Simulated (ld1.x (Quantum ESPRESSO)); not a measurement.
## Ni PAW: all-electron and pseudo phase curves

```
Element                 : nickel (Ni)
Generator               : ld1.x (Quantum ESPRESSO) 7.5
Type                    : PAW
Functional              : LDA (PZ)
Relativity              : scalar-relativistic
Frozen core             : [Ar]
Valence charge          : 10
Reference configuration : 3d8 4s1.75 4p0.25
Partial waves           : 4s (bound): rcut 2.05, rcutus 2.75 bohr; 4s channel at 0.6 Ry: rcut 2.05, rcutus 2.75 bohr; 4p (bound): rcut 3.10, rcutus 3.30 bohr; 4p channel at 4.1 Ry: rcut 3.10, rcutus 3.30 bohr; 3d (bound): rcut 1.15, rcutus 1.40 bohr; 3d channel at -0.3 Ry: rcut 1.15, rcutus 1.40 bohr
Local potential         : all-electron potential smoothed inside 1.75 bohr (lloc = -1)
Core correction         : Bessel-smoothed model core inside 1.45 bohr
Augmentation charge     : PSQ, inside the norm-conserving radii
```

The phase is arctan(r·u′/u) with u = r·R(r), unwrapped; energies in Ry, scanned from -3 to 5 Ry. A pole is an energy at which the radial function vanishes at the test radius. The pseudo phase is shifted by a multiple of π to meet the all-electron one at the reference energy, and phase errors are pseudo minus all-electron; the curves can meet again beyond the range given. Levels narrower than the energy grid can be missing from the lists of poles.

Question: For each channel, where are the poles, and over which energies does the pseudopotential scatter like the atom?

Answer:

```json
{"channel": "s", "radius (bohr)": "3.62", "reference energy (Ry)": "-0.46", "poles, all-electron": "-0.09, 3.46", "poles, pseudo": "-0.09, 2.58, 3.81", "unbroken range about the reference energy with phases within 0.05 rad": "below 2.4", "phase error 1 Ry above the reference energy (rad)": "-0.000"}
{"channel": "p", "radius (bohr)": "3.62", "reference energy (Ry)": "-0.12", "poles, all-electron": "0.58, 4.21", "poles, pseudo": "0.57, 4.21", "unbroken range about the reference energy with phases within 0.05 rad": "below 1.7", "phase error 1 Ry above the reference energy (rad)": "-0.006"}
{"channel": "d", "radius (bohr)": "3.62", "reference energy (Ry)": "-0.71", "poles, all-electron": "-0.69, 1.79", "poles, pseudo": "-0.69, 1.79", "unbroken range about the reference energy with phases within 0.05 rad": "the whole range", "phase error 1 Ry above the reference energy (rad)": "-0.000"}
```

Phases in the p channel:

```csv
E (Ry),all-electron,pseudo
-3.00,1.404,1.403
-2.52,1.387,1.386
-2.04,1.363,1.362
-1.56,1.325,1.325
-1.08,1.258,1.257
-0.60,1.075,1.073
-0.12,-0.311,-0.311
0.36,-1.461,-1.463
0.84,-1.655,-1.661
1.32,-1.802,-1.816
1.80,-2.137,-2.198
2.28,-3.774,-3.885
2.76,-4.441,-4.454
3.24,-4.593,-4.596
3.72,-4.664,-4.665
4.20,-4.712,-4.712
4.68,-4.752,-4.753
```
